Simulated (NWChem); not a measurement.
System: SiHOCl, singlet; SMILES O[Si]Cl

The following NWChem deck was run.

```
start job
memory heap 200 mb stack 900 mb global 1100 mb
geometry units angstroms noautoz
  Si     0.631639     0.611268     0.000000
  Cl    -0.119745    -1.362943     0.000000
  O     -0.816070     1.436518     0.000000
  H     -0.718957     2.403061     0.000000
end
basis spherical
  Si library def2-svp
  Cl library def2-svp
  O library def2-svp
  H library def2-svp
end
dft
  xc xwpbe 1.00 cpbe96 1.0 hfexch 1.00
  cam 0.05 cam_alpha 0.0 cam_beta 1.0
  iterations 150
  vectors input atomic output neutral.movecs
end
task dft energy
charge 1
dft
  odft
  mult 2
  vectors input atomic output cation.movecs
end
task dft energy
```

NWChem printed, in part:

```
             Northwest Computational Chemistry Package (NWChem) 7.3.0
             --------------------------------------------------------

 CS  symmetry detected

                             Geometry "geometry" -> ""
                             -------------------------

 Output coordinates in angstroms (scale by  1.889725989 to convert to a.u.)

  No.       Tag          Charge          X              Y              Z
 ---- ---------------- ---------- -------------- -------------- --------------
    1 Si                  14.0000     0.66959706     0.60043185     0.00000000
    2 Cl                  17.0000    -0.16756911    -1.33895976     0.00000000
    3 O                    8.0000    -0.74056163     1.48832338     0.00000000
    4 H                    1.0000    -0.60119098     2.44968290     0.00000000

 Effective nuclear repulsion energy (a.u.)     130.1552101244

      Symmetry information
      --------------------

 Group name             Cs
 Group number              2
 Group order               2
 No. of unique centers     4

  pbe96 is a nonlocal functional; adding pw91lda local functional.

                                 NWChem DFT Module
                                 -----------------

 Summary of "ao basis" -> "ao basis" (spherical)
 ------------------------------------------------------------------------------
       Tag                 Description            Shells   Functions and Types
 ---------------- ------------------------------  ------  ---------------------
 Si                         def2-svp                 8       18   4s3p1d
 Cl                         def2-svp                 8       18   4s3p1d
 O                          def2-svp                 6       14   3s2p1d
 H                          def2-svp                 3        5   2s1p

      Symmetry analysis of basis
      --------------------------

        a'         40
        a"         15

            General Information
            -------------------
          SCF calculation type: DFT
          Wavefunction type:  closed shell.
          No. of atoms     :     4
          No. of electrons :    40
           Alpha electrons :    20
            Beta electrons :    20
          Charge           :     0
          Spin multiplicity:     1
          Use of symmetry is: on ; symmetry adaption is: on
          Maximum number of iterations: 150
          AO basis - number of functions:    55
                     number of shells:    25
          Convergence on energy requested:  1.00D-06
          Convergence on density requested:  1.00D-05
          Convergence on gradient requested:  5.00D-04

              XC Information
              --------------
                     Hartree-Fock (Exact) Exchange  1.000
                     LC-wPBE(h)Exchange Functional  1.000
            Perdew 1991 LDA Correlation Functional  1.000 local
           PerdewBurkeErnz. Correlation Functional  1.000 non-local

           Range-Separation Parameters
           ---------------------------
           Alpha           :  0.00
           Beta            :  1.00
           Gamma           :  0.05
           Short-Range HF  :     F

             Grid Information
             ----------------
          Grid used for XC integration:  medium
          Radial quadrature: Mura-Knowles
          Angular quadrature: Lebedev.
          Tag              B.-S. Rad. Rad. Pts. Rad. Cut. Ang. Pts.
          ---              ---------- --------- --------- ---------
          Si                  1.10       88           8.0       590
          Cl                  1.00       88          10.0       590
          O                   0.60       49           8.0       434
          H                   0.35       45          10.0       434
          Grid pruning is: on
          Number of quadrature shells:   270
          Spatial weights used:  Erf1

      Superposition of Atomic Density Guess
      -------------------------------------

 Sum of atomic energies:        -823.25249641

      Non-variational initial energy
      ------------------------------

 Total energy =    -823.718123
 1-e energy   =   -1398.163363
 2-e energy   =     444.290030
 HOMO         =      -0.268890
 LUMO         =      -0.022543

      Symmetry analysis of molecular orbitals - initial
      -------------------------------------------------

  Numbering of irreducible representations:

     1 a'          2 a"

  Orbital symmetries:

     1 a'          2 a'          3 a'          4 a'          5 a'
     6 a'          7 a"          8 a'          9 a'         10 a'
    11 a"         12 a'         13 a'         14 a'         15 a'
    16 a'         17 a"         18 a"         19 a'         20 a'
    21 a"         22 a'         23 a'         24 a'         25 a'
    26 a'         27 a"         28 a'         29 a"         30 a'

   convergence    iter        energy       DeltaE   RMS-Dens  Diis-err
 ---------------- ----- ----------------- --------- --------- ---------
 d= 0,ls=0.0,diis     1   -824.7850237055 -9.55D+02  2.62D-02  6.95D-01
 d= 0,ls=0.0,diis     2   -824.5608213669  2.24D-01  1.69D-02  2.80D+00
 d= 0,ls=0.0,diis     3   -824.8603058926 -2.99D-01  5.08D-03  6.63D-02
 d= 0,ls=0.0,diis     4   -824.8648625428 -4.56D-03  2.47D-03  2.22D-02
 d= 0,ls=0.0,diis     5   -824.8681218371 -3.26D-03  2.09D-04  2.28D-04
  Resetting Diis
 d= 0,ls=0.0,diis     6   -824.8681470456 -2.52D-05  2.65D-05  3.78D-06
 d= 0,ls=0.0,diis     7   -824.8681474491 -4.03D-07  1.14D-05  1.99D-07
 d= 0,ls=0.0,diis     8   -824.8681474191  3.00D-08  7.08D-06  5.40D-07

         Total DFT energy =     -824.868147419078
      One electron energy =    -1399.879283806506
           Coulomb energy =      502.551368532947
    Exchange-Corr. energy =      -57.695442269948
 Nuclear repulsion energy =      130.155210124429

 Numeric. integr. density =       39.999999987644

[...]
```

Level: LC-wPBE (HJS exchange hole, range parameter 0.05 per bohr)/def2-SVP, vertical spin-unrestricted ions. Low-valent species are run as closed-shell singlets; no triplet was tried in these runs. Structure relaxed at the B3LYP/6-31G* (spherical d) level.
